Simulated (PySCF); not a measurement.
**Two-component Hartree-Fock for Pd+ (palladium, charge +1)**

Start: [Kr] 4d9; 4d3/2 filled at m_j = -3/2, -1/2, +1/2, +3/2; 4d5/2 filled at m_j = -3/2, -1/2, +1/2, +3/2, +5/2. Calculated with PySCF 2.14 in x2c-TZVPall-2c (8s9p7d1f, 77 functions): generalised Hartree-Fock with the X2C-1e Hamiltonian and a Gaussian nucleus; one run each with spin-orbit coupling (SO) switched off, then screened by Boettger's factors.

| spinor shell | electrons | ε, spin-free (eV) | ε, screened SO (eV) | weight of nominal j (screened SO) | rms radius, screened SO (bohr) |
| --- | --- | --- | --- | --- | --- |
| 1s1/2 | 2 | -24486.9 | -24485.1 | 1.000 | 0.0365 |
| 2s1/2 | 2 | -3668.7 | -3668.2 | 1.000 | 0.150 |
| 2p1/2 | 2 | -3283.5 | -3393.8 | 1.000 | 0.130 |
| 2p3/2 | 4 | -3283.5 | -3232.4 | 1.000 | 0.135 |
| 3s1/2 | 2 | -706.75 | -706.60 | 1.000 | 0.403 |
| 3p1/2 | 2 | -576.92 | -596.83 | 1.000 | 0.399 |
| 3d3/2 | 4 | -371.08 | -374.56 | 0.999 | 0.387 |
| 3d5/2 | 6 | -371.08 | -368.60 | 0.999 | 0.390 |
| 4s1/2 | 2 | -116.44 | -116.40 | 1.000 | 1.02 |
| 4p1/2 | 2 | -77.074 | -80.978 | 0.985 | 1.10 |
| 4p3/2 | 4 | -77.074 | -75.207 | 0.992 | 1.13 |
| 4d3/2 | 4 | -20.666 | -21.220 | 0.900 | 1.57 |
| 4d5/2 | 5 | -20.666 | -20.233 | 0.920 | 1.60 |

Where does 3p3/2 lie, and what is the 3p spin-orbit splitting (screened SO)?

At -567.61 eV, 29.224 eV above 3p1/2.

```json
{"quantity": "E (hartree)", "spin-free": "-5042.08843", "screened SO": "-5042.94988"}
{"quantity": "M_J", "spin-free": "5/2", "screened SO": "5/2"}
{"quantity": "⟨J²⟩", "spin-free": "8.777", "screened SO": "8.780"}
{"quantity": "⟨L²⟩", "spin-free": "6.021", "screened SO": "6.036"}
{"quantity": "⟨S²⟩", "spin-free": "0.755", "screened SO": "0.769"}
```

Each row is a mean over spinors that exchange with the open shell spreads, by up to 4.960 eV (4p3/2).

Breit and QED terms are absent; they matter most for the inner s and p1/2 levels.

Densities and radii are taken from the X2C orbitals without a picture-change correction, which distorts them close to the nucleus.

Without spin-orbit coupling the j labels of p, d and f shells carry no meaning; the spin-free column gives the mean over the occupied spinors of each nl shell.
